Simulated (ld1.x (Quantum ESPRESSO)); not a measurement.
The numbers below are computed, except where a source is named.
Potentials for sulfur compared

Generated with ld1.x 7.5 (TM, RRKJ, ultrasoft, PAW), atompaw 4.2 or ONCVPSP 4.0.1. The cutoff is in Ry: for ld1.x and atompaw files where the sum of valence levels is converged to 10 mRy in a Bessel basis, for ONCV files where the hardest occupied wave has 1 mHa per electron of residual kinetic energy. The error is the largest all-electron minus pseudo excitation energy over each file’s own four to seven test configurations (ionisations up to +4, promotions, holes and added fractions of an electron), all of which were solved. The labels leave out finer settings (local radius, basis sizes, second energies), which also bear on the numbers. Spin-polarised tests are not counted. The rows are a selection from randomly drawn settings: files with unsolved tests, undetermined cutoffs or missed reference levels are left out.

```csv
potential,cutoff (Ry),largest error (meV),bound ghosts
"TM semilocal, PBEsol, scalar-relativistic, rc 1.65/1.65/1.50 (spd), local d, core correction no, reference 3s1.75 3p4.25",35,+100,none
"RRKJ, PBE, scalar-relativistic, rc 1.20/1.80/1.70 (spd), local d, core correction no, reference 3s1.5 3p4.5",35,+321,none
"TM, PBE, scalar-relativistic, rc 0.95/1.10 (sp), local smoothed, core correction yes, reference 3s2 3p2",100,+81,none
"RRKJ, PBEsol, scalar-relativistic, rc 1.10/1.70/1.90 (spd), local s, core correction yes, reference 3s2 3p4",60,+286,none
```

Fill in the row for S: PAW, LDA (PZ), non-relativistic, rc 1.55/1.30 (sp), local smoothed, core correction yes, reference 3s2 3p4.

cutoff 15 Ry, largest error -106 meV, bound ghosts: none.

Fill in the row for S: ultrasoft, PBEsol, scalar-relativistic, rc 1.30/1.75 (sp), local smoothed, core correction yes, reference 3s2 3p3.

cutoff 21 Ry, largest error +121 meV, bound ghosts: none.
